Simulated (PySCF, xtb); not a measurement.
Si(H)(Cl)(Me)(NH2) (CH6ClNSi), SMILES C[SiH](N)Cl. Other conformers were not sampled.

Harmonic wavenumbers (cm⁻¹) from GFN2-xTB (xtb) at its own minimum, in rising order: 102, 156, 171, 230, 239, 461, 485, 654, 658, 735, 798, 829, 847, 918, 1380, 1482, 1488, 1511, 2194, 3040, 3046, 3051, 3485, 3525.

Problem. What does B3LYP-D3(BJ)/def2-SVP (PySCF 2.14.0) give at its own minimum? (An estimate is asked for; the answer gives what the named calculation found.)

Solution. 153, 187, 210, 255, 296, 461, 504, 641, 699, 768, 835, 880, 896, 928, 1276, 1431, 1434, 1549, 2256, 3034, 3125, 3136, 3557, 3647. Paired by order, the mean absolute difference is 47 cm⁻¹ and the zero-point energies are 45.0 and 46.0 kcal/mol.
